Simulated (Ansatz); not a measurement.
Reaction (ligand exchange at the Si–F bond): `C[Si](O)(O)F` + `C[SiH](O)O` → `C[SiH](O)O[Si](C)(O)O` + H–F

Calculated with Ansatz (gas phase, PBE0-D4/def2-TZVP geometries, no zero-point term in ΔE). CCSD(T)/CBS is the MP2 limit (def2-TZVPP, def2-QZVPP) plus CCSD(T) − MP2 in def2-TZVPP, frozen cores. This one scheme is used for every species. Each species was taken in one conformer, which may not be the lowest.

```tsv
level	ΔE (eV)
CCSD(T)/def2-SVP	0.31
MP2/def2-TZVPP	0.28
```

Question: What does CCSD(T)/CBS give? (Best estimate.)

Answer: Ansatz gave: +0.28 eV. The listed levels differ from it by 0.03, 0.00 eV.

Largest T1 diagnostic among the species: 0.011.

The D4 term adds −0.15 eV with B3LYP and −0.10 eV with PBE0; it sums over pairs of atoms, weighted by their polarisabilities, and B3LYP, whose exchange is more repulsive, gets the larger term. Leaving LDA and LC-ωPBE aside and taking each functional with its dispersion term where it has one, the values, not all of them listed here, spread over 0.12 eV, from BHLYP-D4 to B2PLYP. LDA lies −0.07 eV from PBE without D4.

B3LYP here is the variant with VWN-RPA as its local correlation; programs differ in this.
